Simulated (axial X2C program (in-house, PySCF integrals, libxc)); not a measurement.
## Spectroscopic constants of BeF⁻

Calculated with an in-house all-electron X2C program for linear molecules (integrals from PySCF). Spin-free means the one-electron spin-free X2C Hamiltonian; two-component (2c) means X2C with spin–orbit coupling and atomic mean-field two-electron Coulomb and Gaunt terms, so the difference of the two also holds small scalar two-electron terms. Basis: F dyall-av3z [7s6p3d2f], Be dyall-av3z [9s9p4d2f] (cores contracted in-house); Gaussian nuclei, density fitting, unrestricted open shells. Masses: F 18.998 u, Be 9.012 u.

State, spin-free: M_S = 0, Λ = 0 (closed shell); electrons by block: σα: 5, σβ: 5, π+α: 1, π+β: 1, π-α: 1, π-β: 1. Fragments: F- + Be.

State, 2c: Ω = 0 (closed shell); electrons by block: 1/2: 6, -1/2: 6, 3/2: 1, -3/2: 1. Fragments: F- + Be.

| Hamiltonian | level | Re (Å) | ωe (cm⁻¹) | Be (cm⁻¹) | αe (cm⁻¹) | De (eV) | D0 (eV) | k (mdyn/Å) | μ (D) |
| --- | --- | --- | --- | --- | --- | --- | --- | --- | --- |
| 2c | PBE0 | 1.404 | 1081.4 | 1.399 | 0.022 | 3.82 | 3.75 | 4.21 | -6.13 |
| 2c | HF | 1.392 | 1132.0 | 1.424 | 0.0213 | 3.80 | 3.73 | 4.61 | -6.54 |
| 2c | MP2 | 1.419 | 1051.5 | 1.369 | 0.0217 | 3.59 | 3.52 | 3.98 | n/a |
| 2c | CCSD | 1.415 | 1062.0 | 1.377 | 0.0217 | 3.57 | 3.50 | 4.06 | n/a |
| 2c | CCSD(T) | 1.419 | 1051.4 | 1.37 | 0.0218 | 3.55 | 3.49 | 3.98 | n/a |
| 2c | M06 | 1.401 | 1081.2 | 1.405 | 0.0231 | 3.77 | 3.70 | 4.21 | -6.26 |

Spin-free values that have a 2c row agree with it to the digits that matter (0.001 Å, 0.01 eV) and are not repeated.

Correlated methods: 10 electrons correlated (number of frozen shells: F 1 s; Be 1 s), 206 virtual spin orbitals or spinors in MP2, 90 natural virtuals in coupled cluster.

Dipoles are positive if Be is the positive end and refer to the centre of mass.

The state is one determinant whose occupation by symmetry is held fixed; it was picked as the lowest of a PBE0 search that is not exhaustive. De is counted from the lowest determinant-based energies of the atoms at the same level, without counterpoise correction. Coupled cluster ran in a truncated set of natural virtual spinors; the MP2 energy of the rest was added. (T) has no such correction and the atoms are truncated less, which lowers De at CCSD(T) by a hundredth of an eV or more. The highest occupied level of some functionals is positive through self-interaction error; at Hartree–Fock it is bound. Hartree–Fock gets electron affinities wrong, so its lowest charge split need not be the true one.

Rough cost a point (2c) on 1 thread(s) of a shared host, integrals apart: PBE0 0.4 s, HF 0.17 s, CCSD(T) 3 s, M06 0.7 s.

The whole task took 94 s on 1 thread of Arm Neoverse V1, with other jobs on the host.
